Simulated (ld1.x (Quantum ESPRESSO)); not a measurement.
## What one change does to a pseudopotential (Se, TM)

```json
{
 "Element": "Se",
 "Generator": "ld1.x (Quantum ESPRESSO) 7.5",
 "Type": "norm-conserving Troullier–Martins (Kleinman–Bylander form)",
 "Functional": "PBEsol",
 "Relativity": "scalar-relativistic",
 "Frozen core": "[Ar] 3d10",
 "Valence charge": "6",
 "Reference configuration": "4s2 4p4",
 "Partial waves": "4s (bound): rc 1.30 bohr; 4p (bound): rc 1.65 bohr",
 "Local potential": "all-electron potential smoothed inside 1.45 bohr (lloc = -2)",
 "Core correction": "a·sin(br)/r model core inside 0.70 bohr"
}
```

All-electron outer shells of the reference configuration (PBEsol, scalar-relativistic, ld1.x):

```csv
shell,level (eV),outermost node (bohr),outermost maximum (bohr)
3p,-152.76,0.21,0.50
3d,-53.12,–,0.45
4s,-17.29,0.70,1.51
4p,-6.51,0.74,1.80
```

Change: functional LDA (PZ).

Cutoffs: the cutoffs (Ry, on a coarse ladder) from which the occupation-weighted sum of valence levels, in a spherical-Bessel basis at the reference potential, stays within 10 and 1 mRy of its value at 400 Ry; they do not see the model core or the augmentation charge, which bear on the density cutoff. Errors are all-electron minus pseudo energies relative to the spin-unpolarised reference configuration.

Q: How do hardness, ghosts and transferability respond?

A: The potential gets neither clearly harder nor softer (40 Ry and 90 Ry → 40 Ry and 90 Ry); the s channel sets the loose cutoff, while the largest relative change is in p, which becomes harder; the number of tests with a reliable result goes from 7 to 9; of the 7 tests that both files solve, the error grows in 0 and shrinks in 1 by more than 15 % and 0.3 meV (median size 7.1 → 6.0 meV); neither file shows a bound ghost.

```tsv
quantity	base	changed
cutoff, loose	40 Ry	40 Ry
cutoff, tight	90 Ry	90 Ry
loose cutoff by channel (10 mRy a level)	s 35 Ry, p 8 Ry	s 35 Ry, p 10 Ry
bound ghosts	none	none
error for 4s2 4p3, meV [ΔE 10.85 → 11.01 eV]	-0.7	-0.6
error for 4s2 4p2, meV [ΔE 31.22 → 31.57 eV]	-3.8	-3.6
error for 4s2 4p1, meV [ΔE 62.12 → 62.72 eV]	-25	-22
error for 4s1 4p5, meV [ΔE 10.89 → 10.94 eV]	-7.1	-6.0
error for 4s2 4p0, meV [ΔE 104.33 → 105.30 eV]	-102	-91
error for 4s2 4p4.3, meV [ΔE -1.59 → -1.64 eV]	+0.3	+0.4
error for 4s0 4p6, meV [ΔE 21.98 → 22.09 eV]	-28	-24
s: phases at 1.81 bohr within 0.05 rad from the reference energy up to (Ry; the scan ends near 5)	2.8	2.7
p: phases at 1.81 bohr within 0.05 rad from the reference energy up to (Ry; the scan ends near 5)	4.8	4.7
```
